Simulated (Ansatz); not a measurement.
`C[SiH2]C(C)F` + H₂Se → `C[SeH]` + `CC(F)[SiH3]` at 600 K and 1 bar (substitution at a C–Si bond).

Computed with Ansatz on PBE0-D4/def2-TZVP structures; ΔE is electronic, products minus reactants. CBS: MP2 limit from def2 TZ/QZ plus the TZ coupled-cluster correction, frozen cores. For Se outer-core shells are correlated without core-valence functions, which leaves a few kJ/mol of doubt a bond. Scalar relativity is left out up to krypton. Each species was taken in one conformer, which may not be the lowest.

| species | CCSD(T)/CBS energy (Eh) | H − E (kJ/mol) | S (J/(mol·K)) |
| --- | --- | --- | --- |
| `C[SiH2]C(C)F` | -508.44961 | 363.7 | 465.0 |
| H₂Se | -2401.89790 | 57.0 | 244.8 |
| `C[SeH]` | -2441.15625 | 149.5 | 312.9 |
| `CC(F)[SiH3]` | -469.17172 | 272.7 | 404.3 |

H − E and S are ideal-gas, rigid-rotor, harmonic terms from PBE0-D4/def2-TZVP, for one conformer and one mirror image of each species. 1 Eh = 2625.50 kJ/mol, R = 8.31446 J/(mol·K).

By hand: ΔE, ΔH, ΔS and ΔG.

ΔE = (-2441.15625) + (-469.17172) − (-508.44961) − (-2401.89790) = 0.01954 Eh = 51.3 kJ/mol. Δ(H − E) = 149.5 + 272.7 − 363.7 − 57.0 = 1.5, so ΔH = 52.8 kJ/mol. ΔS = 312.9 + 404.3 − 465.0 − 244.8 = 7.4 J/(mol·K). ΔG = 52.8 − 600 × (7.4)/1000 = 48.4 kJ/mol.

By hand: the equilibrium constant, and the temperature at which ΔG would vanish if ΔH and ΔS stayed fixed.

log₁₀ K = −ΔG/(RT ln 10) = -4.2. ΔG = 0 at ΔH/ΔS = 7135 K, far beyond where these terms or the molecules hold.

The number of gas molecules stays the same, so ΔS is small and ΔH decides. A doubt of 5 kJ/mol in ΔE shifts log₁₀ K by 0.4 here. Other conformers and mirror images would add mixing entropy, several J/(mol·K) or more a flexible species. These are equilibria of isolated gas molecules and say nothing of rates. Largest T1 diagnostic: 0.011 (customary marks: 0.02 for closed shells, 0.045 for open ones).
